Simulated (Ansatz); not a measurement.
```yaml
atoms:
  - { symbol: N, position_ang: [0.0000, 0.0000, -1.2898] }
  - { symbol: N, position_ang: [0.0000, 0.0000, -0.0737] }
  - { symbol: O, position_ang: [0.0000, 0.0000, 1.1931] }
```

Basis set: 6-31G* (spherical functions). Frozen core: 3 orbitals. Charge 0, multiplicity 1.

Computed with Ansatz (development build ahead of 0.2.0); each method stands on the lowest determinant of its kind that the runs found. Restricted open shells among the atoms or ions are ROHF, correlated in semicanonical orbitals with singles.

The atomization energy at this shape (free ground-state atoms in the same class of orbitals less the molecule, no zero-point energy) of singlet N₂O:

```tsv
method	atomization energy
RHF-MP2	10.83 eV
```

(1) What does RHF give?

Results:

(1) 2.36 eV. Caution: in another basis set an unrestricted determinant lies well below; the shape is not the minimum.
